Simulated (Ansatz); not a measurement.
Abridged output of a molecular run in Ansatz:

```
Functional definition: HF
1481 factors; integrals over basis functions are off by at most 9.8e-4 eV
mean field evaluation 1: about -75785.7624 eV, gradient 3.2e1 eV
mean field evaluation 2: about -75786.0178 eV, gradient 3.2e1 eV
mean field evaluation 4: about -75788.9271 eV, gradient 4.1e0 eV
mean field evaluation 8: about -75788.9906 eV, gradient 2.6e-1 eV
mean field -75788.99091963 eV, -2785.1940446734 hartree, gradient 3.2e-6 eV, S^2 0.000000; 0 other end points of the search recorded, 0 dependent functions left out
16 core orbitals not correlated: weight in the atoms' cores, before any rotation towards them, 1.000 or more for the frozen orbitals, at most 0.000 for the correlated occupied ones
reference -75788.99091963 eV, -2785.1940446734 hartree; 18, 18 occupied and 216, 216 virtual orbitals, 1481 factors
second order -21.70902253 eV of doubles, -0.00000000 eV of singles
cycle   1  -22.17594090 eV  change   -4.7e-1 eV  update   1.0e-1
cycle   2  -22.79246451 eV  change   -6.2e-1 eV  update   2.9e-2
cycle   3  -22.87876139 eV  change   -8.6e-2 eV  update   1.3e-2
cycle   4  -22.86890743 eV  change    9.9e-3 eV  update   3.4e-3
cycle   5  -22.86909454 eV  change   -1.9e-4 eV  update   1.6e-3
cycle   6  -22.86919824 eV  change   -1.0e-4 eV  update   4.7e-4
cycle   7  -22.86891342 eV  change    2.8e-4 eV  update   1.9e-4
cycle   8  -22.86892707 eV  change   -1.4e-5 eV  update   7.0e-5
cycle   9  -22.86895347 eV  change   -2.6e-5 eV  update   2.6e-5
perturbative correction -0.89225425 eV, -0.0327897389 hartree
Total energy: -75812.75212735 eV, -2786.0672529512 hartree
```

Its atoms:

Cartesian coordinates in Å:
```
N -1.284 0.287 1.102
C -0.370 -0.504 0.296
Si 1.161 0.428 -0.301
Se -1.432 -1.159 -1.240
H -1.443 1.203 0.698
H -0.932 0.404 2.043
H -0.090 -1.385 0.876
H 2.011 -0.395 -1.203
H 1.966 0.840 0.885
H 0.703 1.648 -1.016
H -0.290 -1.368 -2.142
```

(1) Which basis set was used?
A. def2-QZVPP
B. def2-TZVPPD
C. cc-pV(Q+d)Z
D. def2-TZVPP

(2) Write the keys of the input that set method, charge and spin (a neutral closed shell needs none for the last two).

Results:

(1) D. It gives 250 functions.

(2) 
```yaml
correlation: {method: ccsd_t}
```
